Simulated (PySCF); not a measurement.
## RbHg⁺: frontier orbitals

PBEsol at R = 3.799 Å; basis Rb def2-SVP with ECP28, Hg def2-SVP with ECP60; scalar-relativistic core potentials; PySCF 2.14. State: ¹Σ⁺ (singlet), closed shell. Only the outer orbitals are listed, counted within each symmetry, core potentials removing the inner ones.

```json
{"orbital": "5σ", "occ.": "2", "ε (eV)": "-13.81", "on Rb (%)": "0", "main shells (%)": "100 Hg d"}
{"orbital": "3π", "occ.": "2", "ε (eV)": "-13.77", "on Rb (%)": "0", "main shells (%)": "100 Hg d"}
{"orbital": "3π", "occ.": "2", "ε (eV)": "-13.77", "on Rb (%)": "0", "main shells (%)": "100 Hg d"}
{"orbital": "1δ", "occ.": "2", "ε (eV)": "-13.70", "on Rb (%)": "0", "main shells (%)": "100 Hg d"}
{"orbital": "1δ", "occ.": "2", "ε (eV)": "-13.70", "on Rb (%)": "0", "main shells (%)": "100 Hg d"}
{"orbital": "6σ", "occ.": "2", "ε (eV)": "-10.74", "on Rb (%)": "1", "main shells (%)": "99 Hg s"}
{"orbital": "7σ", "occ.": "0", "ε (eV)": "-5.80", "on Rb (%)": "79", "main shells (%)": "79 Rb s, 19 Hg p"}
{"orbital": "4π", "occ.": "0", "ε (eV)": "-4.47", "on Rb (%)": "28", "main shells (%)": "72 Hg p, 16 Rb p, 12 Rb d"}
{"orbital": "4π", "occ.": "0", "ε (eV)": "-4.47", "on Rb (%)": "28", "main shells (%)": "72 Hg p, 16 Rb p, 12 Rb d"}
```

Q: Which are the highest filled and the lowest empty level, where do they sit, and how wide is the gap?

A: Highest filled 6σ at -10.74 eV (in %: 99 Hg s); lowest empty 7σ at -5.80 eV (in %: 79 Rb s, 19 Hg p); the gap at PBEsol is 4.94 eV.

The bond order (Mayer) is 0.04. The ⟨S²⟩ is 0.000. The charge on Rb (Mulliken, basis-dependent) is 0.99 and the charge on Rb (Löwdin, basis-dependent) is 0.71. The dipole moment (positive dipole points towards Hg; it is taken about the centre of mass and depends on that origin) is -11.10 D.

Closed-shell solutions of metal pairs were not tested for spin polarisation, which can lower them a little. Spin–orbit coupling is left out.
